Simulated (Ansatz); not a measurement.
A nudged elastic band was laid between two geometries of CH$_{4}$BrFOSi (9 atoms, charge 0, multiplicity 1).

Theory: Ansatz, RKS B3LYP-D4/def2-SVP.

- movable images: 9
- climbing image: yes
- spring: 5.0 eV/Å²
- optimiser: quadratic models (default)
- start path: IDPP
- force threshold: 0.05 eV/Å
- iteration limit: 44
- end points: relaxed

Initial state:

```xyz
9
Properties=species:S:1:pos:R:3
F -1.595 -0.323 0.892
C -0.299 -0.245 1.291
Br -0.021 1.613 2.008
O 0.540 -0.526 0.288
Si 0.409 -0.008 -1.334
H -0.135 -0.907 2.152
H -0.030 1.409 -1.380
H -0.555 -0.881 -2.053
H 1.775 -0.178 -1.882
```

Final state:

```xyz
9
Properties=species:S:1:pos:R:3
F -1.111 -1.477 0.866
C -0.305 -0.462 1.254
Br -1.485 1.157 1.484
O 0.678 -0.245 0.374
Si 0.557 0.309 -1.237
H 0.094 -0.667 2.257
H 0.663 1.789 -1.254
H -0.722 -0.144 -1.840
H 1.720 -0.307 -1.920
```

(1) What changes between the two ends?

(2) What energy profile does the band end with?

(3) What is the geometry of the highest image?

## Answers

(1) No bond is made or broken. The dihedral C2–O4–Si5–H7 goes from 41 to 91°.

(2) It converged. The highest image is number 5 of 0 to 10, 0.2 kcal/mol above the ends, which have the same energy within 2 meV. A vibrational analysis at the climbing image gives one clearly imaginary mode, 67i cm⁻¹: a first-order saddle point.

```tsv
image	path coordinate (Å)	energy (kcal/mol)	dihedral C2–O4–Si5–H7 (°)
0	0.00	0.0	41
1	0.22	0.0	47
2	0.44	0.1	52
3	0.66	0.2	57
4	0.88	0.2	62
5	1.10	0.2	67
6	1.32	0.2	72
7	1.54	0.2	77
8	1.75	0.1	81
9	1.97	0.0	86
10	2.19	0.0	91
```

(3) 
```xyz
9
Properties=species:S:1:pos:R:3:forces:R:3
F -1.457 -0.962 0.880 0.03 0.02 0.02
C -0.312 -0.356 1.280 0.01 -0.04 -0.05
Br -0.806 1.517 1.821 0.00 0.01 0.00
O 0.622 -0.377 0.320 -0.04 0.01 0.00
Si 0.499 0.144 -1.301 0.01 -0.01 0.02
H 0.056 -0.828 2.200 0.00 0.00 0.01
H 0.334 1.619 -1.347 0.00 0.00 0.00
H -0.639 -0.534 -1.972 0.00 0.00 0.00
H 1.791 -0.269 -1.898 0.00 0.00 0.00
```

Time of the run: 2.3 min on 2 threads of Arm Neoverse V1, on a shared host, peak memory 0.28 GiB.
